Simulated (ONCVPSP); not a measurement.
## Before and after: ONCV potential for strontium

* Element: Sr (Z = 38)
* Generator: ONCVPSP 4.0.1
* Type: optimised norm-conserving Vanderbilt (ONCV)
* Functional: PBE
* Relativity: scalar-relativistic
* Frozen core: [Ar] 3d10
* Valence charge: 10
* Reference configuration: 4s2 4p6 5s2
* Partial waves: 4s+5s: rc 1.95 bohr, ncon 4, nbas 9, qcut 4.8 1/bohr, 3 projectors, debl 3.9 Ha; 4p: rc 1.70 bohr, ncon 3, nbas 6, qcut 5.5 1/bohr, 2 projectors, debl 3 Ha; d scattering state at 0.34 Ha: rc 1.75 bohr, ncon 4, nbas 9, qcut 5.5 1/bohr, 1 projector
* Local potential: polynomial inside 1.65 bohr (lpopt 5, dvloc0 3 Ha)
* Core correction: polynomial model core, fcfact 0.25

In the d channel the program set the typed energies aside and used 0.050 Ha.

Change: p: qcut 7.3.

Cutoffs: the cutoffs (Ha) at which the residual kinetic energy of the hardest occupied pseudo-wave falls to 1 and 0.1 mHa per electron; they do not see the model core or the augmentation charge, which bear on the density cutoff. Errors are all-electron minus pseudo energies relative to the spin-unpolarised reference configuration.

Task: How do hardness, ghosts and transferability respond?

Result: The potential gets harder (9.6 Ha and 20 Ha → 17 Ha and 21 Ha); the errors of the 4 common tests hardly move; neither file shows a bound ghost. The waves are optimised to have the least kinetic energy above qcut, so the cutoff follows it (qcut²/2 in Ha).

```csv
quantity,base,changed
"cutoff, loose",9.6 Ha,17 Ha
"cutoff, tight",20 Ha,21 Ha
loose cutoff by channel,"s 9.6 Ha, p 9.4 Ha","s 9.6 Ha, p 17 Ha"
bound ghosts,none,none
GHOST(+) flags under 300 eV,none,none
"error for 4s2 4p6 5s1, meV [ΔE 5.89 eV]",-0.7,-0.7
"error for 4s2 4p6 5s0, meV [ΔE 16.89 eV]",-3.4,-3.8
"error for 4s2 4p6 5s1.5, meV [ΔE 2.34 eV]",-0.2,-0.2
"error for 4s2 4p6 4d0.5 5s1.5, meV [ΔE 1.15 eV]",-1.6,-1.5
s: phases at 1.98 bohr within 0.05 rad from the reference energy up to (Ha; the scan ends near 5),to the end of the scan,to the end of the scan
p: phases at 1.73 bohr within 0.05 rad from the reference energy up to (Ha; the scan ends near 5),to the end of the scan,to the end of the scan
d: phases at 1.78 bohr within 0.05 rad from the reference energy up to (Ha; the scan ends near 5),4.7,4.7
"rms error of d²Exc/dni dnj with the model core, mHa",1.46,1.52
```
